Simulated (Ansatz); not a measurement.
System: PbBr, charge 0, doublet. PbBr (SMILES [Br][Pb], doublet).
B3LYP-D3(BJ)/def2-TZVP minimum from Ansatz (a quantum-chemistry and plane-wave program):
```xyz
2

Pb     0.0000     0.0000    -0.7892
Br     0.0000     0.0000     1.8489
```
Charge 0, spin multiplicity 2.

Wanted: atomisation energy (electronic, to ground-state atoms), in kcal/mol. Radicals and triplets start from unrestricted determinants; spin-orbit coupling is neglected. Correlated methods leave the cores frozen (noble-gas shells, and filled d and f shells in the p block). Past Kr the def2 sets carry scalar-relativistic core potentials. CBS(X,Y): correlation extrapolated as X^-3, Hartree-Fock from the larger set. A bracket is a step between two methods taken in the basis named. Spin-orbit terms, left out, reach several kcal/mol for Br and I, and more for heavier atoms. The spin of BrPb ([Br][Pb], doublet) was assumed, and the state is the lowest solution found for it.

CCSD(T)/CBS(def2-TZVPP,def2-QZVPP) + [CCSDT(Q) - CCSD(T)]/def2-QZVPP + [CCSDTQ - CCSDT(Q)]/def2-SVP (Ansatz) gives 78.6 kcal/mol.

Q: What does PBE/def2-TZVPD (Ansatz) give here, and how do the other levels compare?

A: PBE gives 83.6 kcal/mol, 5.0 kcal/mol above it. Differences of the others: r2SCAN/def2-TZVPD (Ansatz) 3.2; wB97M-V/def2-TZVPD (Ansatz) -0.8; B2PLYP/def2-TZVPD (Ansatz) -0.8; CCSD(T)/CBS(def2-TZVPP,def2-QZVPP) (Ansatz) -0.1 kcal/mol.
